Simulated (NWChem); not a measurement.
# CHBr₂Cl; SMILES ClC(Br)Br

All runs: NWChem. Pople sets run with spherical d functions. All runs use the structure optimised with PBE0/def2-SVP.

Question: Taking B3LYP/aug-cc-pVTZ as the yardstick, which of these has the fewest basis functions while keeping “highest occupied level (eV)” within 0.05 eV of it: B3LYP/def2-SVP; B3LYP/def2-TZVP; B3LYP/def2-SVPD; B3LYP/6-31G*; B3LYP/3-21G; B3LYP/STO-3G?

Answer: B3LYP/def2-SVPD.
```tsv
level	basis functions	highest occupied level (eV)	relative time (rough)
B3LYP/STO-3G	51	-5.40	1
B3LYP/3-21G	68	-7.63	1
B3LYP/6-31G*	98	-7.94	6
B3LYP/def2-SVP	101	-7.77	3
B3LYP/def2-SVPD	137	-8.06	8
B3LYP/def2-TZVP	170	-7.99	20
B3LYP/aug-cc-pVTZ	237	-8.03	100
```

The yardstick is one finite set, not the basis-set limit.
